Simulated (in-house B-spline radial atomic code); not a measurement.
Checks on a self-consistent run for the lead ion Pb⁸⁺, [Kr] 4d10 4f14 5s2 (5p1/2)1 (5p3/2)4 (5d3/2)4 (5d5/2)2 (7g9/2)1. Computed with a radial B-spline atomic code at the basis-set limit: Dirac-Hartree-Fock, average of the jj configuration, Fermi nucleus of rms radius 5.5012 fm.

| orbital | q | ε (Eh) | <1/r> | <r²> | small-component weight |
| --- | --- | --- | --- | --- | --- |
| 1s1/2 | 2 | -3261.30559 | 101.241 | 0.000357422 | 0.097816 |
| 2s1/2 | 2 | -593.25438 | 25.0513 | 0.00536103 | 0.022587 |
| 2p1/2 | 2 | -568.86622 | 24.9603 | 0.00378474 | 0.022635 |
| 2p3/2 | 4 | -488.26873 | 19.9556 | 0.00496227 | 0.019925 |
| 3s1/2 | 2 | -149.06369 | 9.20037 | 0.0346536 | 0.0076193 |
| 3p1/2 | 2 | -138.10954 | 9.09655 | 0.0315821 | 0.0075479 |
| 3p3/2 | 4 | -119.90452 | 7.79497 | 0.0378526 | 0.0067742 |
| 3d3/2 | 4 | -102.13859 | 7.67538 | 0.0289641 | 0.0066302 |
| 3d5/2 | 6 | -98.28095 | 7.38347 | 0.0306794 | 0.0064186 |
| 4s1/2 | 2 | -39.23713 | 3.88999 | 0.166249 | 0.0025978 |
| 4p1/2 | 2 | -34.45334 | 3.77503 | 0.169306 | 0.0024973 |
| 4p3/2 | 4 | -29.94314 | 3.34912 | 0.198396 | 0.00223 |
| 4d3/2 | 4 | -22.17533 | 3.15248 | 0.205757 | 0.0020278 |
| 4d5/2 | 6 | -21.29241 | 3.04498 | 0.217107 | 0.001943 |
| 4f5/2 | 6 | -11.17502 | 2.71265 | 0.235877 | 0.0015863 |
| 4f7/2 | 8 | -10.97277 | 2.67606 | 0.241212 | 0.0015567 |
| 5s1/2 | 2 | -11.02551 | 1.62873 | 0.792778 | 0.00070487 |
| 5p1/2 | 1 | -9.46038 | 1.52738 | 0.885243 | 0.00063815 |
| 5p3/2 | 4 | -8.31843 | 1.38505 | 1.0263 | 0.00056228 |
| 5d3/2 | 4 | -5.77274 | 1.17565 | 1.37473 | 0.0004224 |
| 5d5/2 | 2 | -5.68562 | 1.15332 | 1.42476 | 0.00041417 |
| 7g9/2 | 1 | -0.84897 | 0.199836 | 52.1906 | 2.6377e-05 |

Electron-electron repulsion V_ee = 7298.2068 hartree.

(1) What total energy follows from the eigenvalues?

(2) Does the Dirac virial theorem hold?

(3) What diamagnetic shielding (Lamb formula) and susceptibility (Langevin formula) do the radii give?

## Answers

(1) The eigenvalues count the repulsion twice, so E = Σqε - V_ee = -13590.670 - 7298.207 = -20888.877 hartree; the run printed -20888.877.

(2) For a point nucleus E = -2c²Σq·w, with w the small-component weight. Here Σq·w = 0.55593 and c = 137.0360, so the ratio E/(-2c²Σq·w) is 1.000448; the finite nucleus accounts for the departure from 1.

(3) σ = (α²/3)Σq<1/r> = 639.929/(3·137.036²) = 11359 ppm, and χ = -0.79199×10⁻⁶·Σq<r²> = -59.14×10⁻⁶ cm³/mol with Σq<r²> = 74.673 bohr². Both are non-relativistic formulas without the paramagnetism of open shells; for so heavy an element the full relativistic shielding is larger by tens of per cent.
